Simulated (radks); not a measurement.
The numbers below are computed, except where a source is named.
Question: The mean radii <r> (bohr) of the occupied orbitals of an atom or ion are listed with their occupations. Level of theory: scalar-relativistic Kohn-Sham, RPBE, spin-polarised, spherical densities, finite nucleus; Fermi nuclear charge, rms radius of each element as measured or else 0.836 A^(1/3) + 0.57 fm (a radial shooting solver on a logarithmic mesh with Libxc functionals).

orbital  occ.      <r>
1s down     1  0.05618
1s up       1  0.05618
2s up       1   0.2556
2s down     1   0.2551
2p up       3   0.2252
2p down     3   0.2247
3s up       1   0.7671
3s down     1   0.7700
3p up       3   0.8033
3p down     3   0.8086
3d up       5   0.9290
3d down     1   0.9625

Name the element and its charge. Open shells, if any, are filled with parallel spins first.

Answer: Z = 27, cobalt, charge +3: Co3+ in [Ar] 3d6. The 1s radius gives Z: for a bare nucleus <r> = (2 gamma + 1)/(2Z) with gamma = sqrt(1 - (Z/c)^2), 0.05483 bohr for Z = 27, and screening makes it slightly larger (0.05618 here). The occupations add up to 24, and the charge is Z minus that.
